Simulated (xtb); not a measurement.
C2H10O2Si2, SMILES C[C@H](O)[SiH2]O[SiH3]. All values are semi-empirical tight-binding results from xtb (GFN2-xTB unless named), good for trends rather than for accurate numbers. Geometry: GFN2-xTB. The structure was generated by enumeration; whether it is a known compound was not checked. One conformer was computed; it need not be the lowest.

```
Quantity                                         Result
----------------------------------------  -------------
orbital gap                                     4.60 eV
dipole moment                                    1.82 D
zero-point energy                         71.0 kcal/mol
G − E(el) at 298.15 K (modified RRHO)     48.4 kcal/mol
static polarisability (D4 model)             93.4 bohr³
solvation energy, GFN2-xTB/ALPB(water)    -1.3 kcal/mol
solvation energy, GFN2-xTB/ALPB(benzene)  -4.1 kcal/mol
```
